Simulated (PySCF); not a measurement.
C₄F₅, charge +1, multiplicity 1. Atoms are numbered in the order given.

```xyz
9

F      0.1645    -2.6301     1.0738
C      0.0524    -1.9500     0.0000
F      0.1645    -2.6301    -1.0738
C     -0.1015    -0.6292     0.0000
C     -0.5495     0.6179     0.0000
F     -1.8032     0.9985     0.0000
C      0.3823     1.7074     0.0000
F     -0.0024     2.8949     0.0000
F      1.6207     1.5361     0.0000
```
Charge +1, spin multiplicity 1.

Geometry: PBE0-D3(BJ)/def2-SVP. The multiplicity is an assumed one; other spin states were not compared. The isomer is the one that the SMILES or the coordinates give; other isomers of the formula were not compared. One conformer was computed; it need not be the lowest.

Method: PBE0/pcSseg-1 run with PySCF.

GIAO shieldings, no solvent; atoms listed in one row are averaged. δ = σ(ref) − σ: ¹⁹F against CFCl3 (σ = 167.2 ppm); ¹³C against TMS (σ = 186.3 ppm), references at their B3LYP-D3(BJ)/def2-TZVP geometries, non-relativistic.

Computed chemical shifts:
```json
[
 {"nucleus": "¹⁹F", "atoms": "F9", "count": "1", "δ (ppm)": "56.8"},
 {"nucleus": "¹⁹F", "atoms": "F8", "count": "1", "δ (ppm)": "45.0"},
 {"nucleus": "¹⁹F", "atoms": "F1, F3", "count": "2", "δ (ppm)": "-41.2"},
 {"nucleus": "¹⁹F", "atoms": "F6", "count": "1", "δ (ppm)": "-95.7"},
 {"nucleus": "¹³C", "atoms": "C4", "count": "1", "δ (ppm)": "297.6"},
 {"nucleus": "¹³C", "atoms": "C2", "count": "1", "δ (ppm)": "176.7"},
 {"nucleus": "¹³C", "atoms": "C7", "count": "1", "δ (ppm)": "175.5"},
 {"nucleus": "¹³C", "atoms": "C5", "count": "1", "δ (ppm)": "125.8"}
]
```
